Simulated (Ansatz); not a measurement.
Saddle point of SiHBrF$_{4}$, closed shell (SiF₄ ([F][Si]([F])([F])[F]) + HBr → SiBrF₃ ([F][Si]([F])([F])[Br]) + HF; bonds formed: Si1–Br7, F2–H6; bonds broken: Si1–F2, H6–Br7), PBE0-D4/def2-TZVP structure:

| atom | x (Å) | y (Å) | z (Å) |
| --- | --- | --- | --- |
| Si1 | -0.4766 | -0.2136 | -0.1700 |
| F2 | 0.9056 | -0.7450 | 0.7902 |
| F3 | -0.2598 | -1.3889 | -1.1920 |
| F4 | -1.4563 | -0.4886 | 1.0290 |
| F5 | -1.3654 | 0.7678 | -1.0465 |
| H6 | 1.4901 | 0.3402 | 0.6647 |
| Br7 | 1.1624 | 1.7281 | -0.0750 |

Energies are electronic, without zero-point energy. Barriers and step energies count from the start structure reached by relaxing down the imaginary mode; all methods use the PBE0-D4 structures, on which another method's saddle can fall below an end. Program: Ansatz 0.2.0. Basis: def2-TZVPP, with def2-QZVPP for the basis limit. Cores are frozen in the correlated methods. Filled d shells of the heavier atoms are correlated. The def2 sets are not built for correlating such inner shells, so the correlated values are less sure here. B3LYP uses VWN-RPA correlation. Extrapolation: Hartree–Fock as exp(−7.88 √X), correlation as X^−2.97.

```tsv
method	barrier (eV)	step energy (eV)
SPW92	?	0.506
PBE-D4	1.430	0.486
BLYP-D4	?	0.603
r2SCAN-D4	1.596	0.613
B97M-V	1.852	0.677
PBE0-D4	?	0.534
B3LYP-D4	1.826	0.638
r2SCAN0-D4	1.746	0.626
BHLYP-D4	2.057	0.688
CAM-B3LYP-D4	1.855	0.697
wB97X-V	1.807	0.607
wB97M-V	1.745	0.597
B2PLYP	1.909	0.693
PBE-QIDH	1.819	0.603
RPA on PBE	1.948	0.721
HF	2.739	0.874
MP2	1.857	0.624
CCSD	2.101	0.723
CCSD(T)	1.955	0.685
```

Problem. Fill in the withheld barriers. (An estimate is asked for; the value comes from the calculation.)

Solution. The calculation gives: SPW92 1.019; PBE0-D4 1.651; BLYP-D4 1.682 eV. Each is the energy of the saddle less that of the start structure, by the same method.

For comparison, the barrier by CCSD(T) at an estimated basis limit (MP2 extrapolated from triple and quadruple zeta, plus CCSD(T) − MP2 in triple zeta) is 1.877 eV.

The T1 diagnostic stays at or below 0.011.

Labels in which every atom is bracketed show which atoms are joined, not bond orders.

For scale, one of the runs: CCSD(T)/def2-TZVPP, 228 basis functions, launched by `ansatz run in.yaml --threads 8 --pin off --events-out ev --progress --plain --max-ram 19148MiB`. The run took 2 min on 8 CPU threads of an Arm Neoverse V2 (shared host), with 4.5 GiB of host memory at its peak.
